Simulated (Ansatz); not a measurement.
`C[O][AlH][Br]` and `C[O][AlH][S][SiH3]` differ in one atom or group.

Ansatz, PBE0-D4/def2-TZVP geometries, multiplicity 1. Each molecule was computed in one conformer, which needn't be the lowest.

Scalar relativity is left out up to krypton.

```json
{"property": "HOMO–LUMO gap (B3LYP/def2-TZVPP) / eV", "`C[O][AlH][Br]`": "7.10"}
{"property": "size of the dipole moment (B3LYP/def2-TZVPP) / D", "`C[O][AlH][Br]`": "1.05"}
{"property": "HOMO energy (ωB97M-V/def2-TZVPP) / eV", "`C[O][AlH][Br]`": "-10.76"}
{"property": "LUMO energy (B3LYP/def2-TZVPP) / eV", "`C[O][AlH][Br]`": "-1.08"}
{"property": "HOMO energy (PBE/def2-TZVPP) / eV", "`C[O][AlH][Br]`": "-6.95"}
{"property": "HOMO energy (B3LYP/def2-TZVPP) / eV", "`C[O][AlH][Br]`": "-8.17"}
```

(1) What does the change do to each property? (Estimate.)

## Answers

(1) The calculation gave: 
```tsv
property	`C[O][AlH][S][SiH3]`	shift
HOMO–LUMO gap (B3LYP/def2-TZVPP) / eV	6.44	-0.66
size of the dipole moment (B3LYP/def2-TZVPP) / D	1.66	0.61
HOMO energy (ωB97M-V/def2-TZVPP) / eV	-9.80	0.96
LUMO energy (B3LYP/def2-TZVPP) / eV	-0.95	0.13
HOMO energy (PBE/def2-TZVPP) / eV	-6.44	0.51
HOMO energy (B3LYP/def2-TZVPP) / eV	-7.39	0.78
```

With PBE0 the HOMO rises by 0.77 eV and the LUMO rises by 0.12 eV, so the gap narrows by about 0.65 eV. PBE moves the HOMO by 0.51 eV and ωB97M-V by 0.96 eV. Dipoles are sizes alone; their direction can turn.

B3LYP here is the variant with VWN-RPA as its local correlation; programs differ in this.

Spin–orbit coupling is left out; it splits and shifts lone-pair levels of the heavy atoms by tenths of an eV.
